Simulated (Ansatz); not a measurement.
The pair A = H2O (SMILES O) (first 3 atoms), B = C2H3F (SMILES C=CF); geometry from B3LYP-D3(BJ)/def2-TZVP.
(charge 0, multiplicity 1):
```xyz
9

O      0.3312    -0.1151    -0.5749
H      0.0316    -0.8592    -1.1067
H     -0.3617     0.0217     0.0827
C      0.9451    -0.6695     2.7060
C     -0.3268    -0.4625     2.9704
F     -1.2189    -0.1361     1.9960
H      1.3374    -0.5901     1.7008
H      1.6107    -0.9241     3.5178
H     -0.8105    -0.5169     3.9357
```

Frozen-core correlation. MP2 and its Hartree–Fock in aug-cc-pVQZ, aug-cc-pVTZ are density fitted.

The values were computed with Ansatz (Gaussian orbitals). 

The counterpoise-corrected interaction energy is E(AB) − E(A in the pair's basis) − E(B in the pair's basis). Total energies (hartree):

```csv
level,AB,A in the pair's basis,B in the pair's basis
HF/aug-cc-pVTZ,-253.0186441,-76.0602200,-176.9558359
MP2/aug-cc-pVTZ,-253.8772335,-76.3293487,-177.5431154
HF/aug-cc-pVQZ,-253.0355453,-76.0655104,-176.9674025
MP2/aug-cc-pVQZ,-253.9499669,-76.3519504,-177.5929962
MP2/aug-cc-pVDZ,-253.6538688,-76.2616112,-177.3879666
CCSD(T)/aug-cc-pVDZ,-253.7086733,-76.2746757,-177.4295154
```

Task: Work out the counterpoise-corrected interaction energy at the basis-set limit: extrapolate the MP2 correlation part as X⁻³, take Hartree–Fock from the larger set, and add the CCSD(T) − MP2 difference of aug-cc-pVDZ.

Result: 
1. Differences (1 hartree = 627.509 kcal/mol): HF/aug-cc-pVTZ -1.624; MP2/aug-cc-pVTZ -2.993; HF/aug-cc-pVQZ -1.652; MP2/aug-cc-pVQZ -3.150; MP2/aug-cc-pVDZ -2.693; CCSD(T)/aug-cc-pVDZ -2.813.
2. Correlation parts, MP2 less HF: -1.369 in aug-cc-pVTZ (X = 3), -1.498 in aug-cc-pVQZ (X = 4).
3. Limit (4³·(-1.498) − 3³·(-1.369))/(4³ − 3³) = -1.593; with HF/aug-cc-pVQZ it gives -3.245.
4. CCSD(T) less MP2 in aug-cc-pVDZ: -0.120.
Result: -3.37 kcal/mol, against -2.99 at MP2/aug-cc-pVTZ. It is an estimate of this method's limit, not of the exact value.

Ansatz is a program for electronic structure.
